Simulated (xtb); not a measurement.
C₇H₈, charge -1, doublet, geometry from GFN2-xTB (a state made from the parent by changing its charge; the spin is typed, not shown lowest). Base run: GFN2-xTB run with xtb.

Here is a job for xtb.
```
$ xtb mol.xyz --gfn 2 --chrg -1 --uhf 1 --json

# file mol.xyz
15

C     -2.41615025    -0.09423761    -0.00084847
C     -0.90462916    -0.03208013     0.01248811
C     -0.18097146    -1.20077251     0.17651586
C      1.27323905    -1.14762615     0.16375845
C      1.89363258     0.07121865    -0.01076607
C      1.18091207     1.24199321    -0.17367270
C     -0.27325447     1.18543425    -0.16052647
H     -2.85140215     0.85506076     0.31761786
H     -2.78313519    -0.88166934     0.66088217
H     -2.78714768    -0.30896622    -1.00851697
H     -0.68088180    -2.15518212     0.31436607
H      1.84419607    -2.06290847     0.29119789
H      2.98647873     0.11212851    -0.02001269
H      1.67974013     2.19709992    -0.31030067
H     -0.84451843     2.10085878    -0.28692584
```

The base run was repeated with changes; each row names its change, and settings that it needs were set with it.

```json
[
 {"change": "base", "ΔE vs base (mEh)": "0.000", "G_solv (kcal/mol)": "-", "SCF cycles": "12"},
 {"change": "file = coord", "ΔE vs base (mEh)": "0.000", "G_solv (kcal/mol)": "-", "SCF cycles": "12"},
 {"change": "acc = 0.0001", "ΔE vs base (mEh)": "0.000", "G_solv (kcal/mol)": "-", "SCF cycles": "18"},
 {"change": "etemp = 10000", "ΔE vs base (mEh)": "-47.858", "G_solv (kcal/mol)": "-", "SCF cycles": "10"},
 {"change": "alpb = water", "ΔE vs base (mEh)": "-82.344", "G_solv (kcal/mol)": "-52.26", "SCF cycles": "12"},
 {"change": "acc = 0.1", "ΔE vs base (mEh)": "0.000", "G_solv (kcal/mol)": "-", "SCF cycles": "14"},
 {"change": "etemp = 1000", "ΔE vs base (mEh)": "-0.802", "G_solv (kcal/mol)": "-", "SCF cycles": "11"},
 {"change": "gbsa = acetonitrile", "ΔE vs base (mEh)": "-80.540", "G_solv (kcal/mol)": "-50.87", "SCF cycles": "12"},
 {"change": "acc = 30", "ΔE vs base (mEh)": "0.004", "G_solv (kcal/mol)": "-", "SCF cycles": "8"}
]
```

ALPB and GBSA are two models with their own fitted parameters for each solvent, which aren't always the measured dielectric constant.
